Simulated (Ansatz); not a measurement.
Molecule: sum formula SiHCl (charge 0, singlet). 
Geometry from a B3LYP-D3(BJ)/def2-TZVP (Ansatz, a first-principles code) optimisation:
```xyz
3

Si     0.7933    -0.2087     0.7471
H      1.8312    -0.4893    -0.3363
Cl    -0.7611     0.2007    -0.5955
```
Charge 0, spin multiplicity 1.

Basis-set convergence of Hartree-Fock and CCSD(T) correlation energies (hartree) with Ansatz. Cores are frozen in the correlated levels unless marked. Spin-orbit coupling is left out. Non-relativistic.

The Hartree-Fock reference is unstable (checked in the largest basis), which strains HF and MP2. 

```json
[
 {"basis": "cc-pV(D+d)Z", "functions": "51", "E(HF)": "-749.01644", "E(corr, CCSD(T))": "-0.25831"},
 {"basis": "cc-pV(T+d)Z", "functions": "92", "E(HF)": "-749.04352", "E(corr, CCSD(T))": "-0.33725"},
 {"basis": "cc-pV(Q+d)Z", "functions": "158", "E(HF)": "-749.04982", "E(corr, CCSD(T))": "-0.36383"},
 {"basis": "cc-pV(5+d)Z", "functions": "255", "E(HF)": "-749.05098", "E(corr, CCSD(T))": "-0.37262"}
]
```

Extrapolating the two largest sets (X = 4 and 5) as X^-3: E(corr) = (125·(-0.37262) - 64·(-0.36383))/61 = -0.3818 Eh, an estimate of the basis-set limit. The largest set recovers 97.6 % of it, the smallest 67.6 %.
